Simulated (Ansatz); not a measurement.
Reaction (redistribution): `[OH][Ti]([OH])([OH])[I]` + `CC(C)[O][SnH2][F]` → `CC(C)[O][Ti]([OH])([OH])[OH]` + `[F][SnH2][I]`

Isolated molecules relaxed with PBE0-D4/def2-TZVP in Ansatz; ΔE leaves out vibrations. CCSD(T)/CBS is the MP2 limit (def2-TZVPP, def2-QZVPP) plus CCSD(T) − MP2 in def2-TZVPP, frozen cores. DFT in def2-TZVPP. B3LYP here is the variant with VWN-RPA as its local correlation; programs differ in this. def2 core potentials past Kr. For I, Sn, Ti outer-core shells are correlated without core-valence functions, which leaves a few kJ/mol of doubt a bond. Scalar relativity is left out up to krypton. One conformer a species, not always the lowest.

| level | ΔE (kcal/mol) | difference from CCSD(T)/CBS |
| --- | --- | --- |
| PBE-D4 | -16.1 | -0.1 |
| r2SCAN-D4 | -15.9 | 0.1 |
| ωB97X-V | -16.3 | -0.3 |
| ωB97M-V | -16.3 | -0.3 |
| PBE | -16.0 | 0.0 |
| r2SCAN | -15.7 | 0.3 |
| B3LYP | -16.9 | -0.9 |
| HF/def2-TZVPP | -18.6 | -2.6 |
| MP2/def2-TZVPP | -13.1 | 2.9 |
| CCSD/def2-TZVPP | -16.3 | -0.3 |
| CCSD(T)/def2-TZVPP | -14.7 | 1.3 |
| HF/def2-QZVPP | -18.5 | -2.5 |
| MP2/def2-QZVPP | -13.8 | 2.2 |
| HF/CBS(def2) | -18.5 | -2.5 |
| MP2/CBS(def2) | -14.4 | 1.6 |
| CCSD/CBS(def2) | -17.6 | -1.6 |
| CCSD(T)/CBS | -16.0 | 0 |

Largest T1 diagnostic among the species: 0.022, so the coupled-cluster value is less sure than usual.

In def2-TZVPP, CCSD(T) changes the Hartree–Fock value by +3.8 kcal/mol (the triples alone add +1.5 kcal/mol) and MP2 by +5.5 kcal/mol.
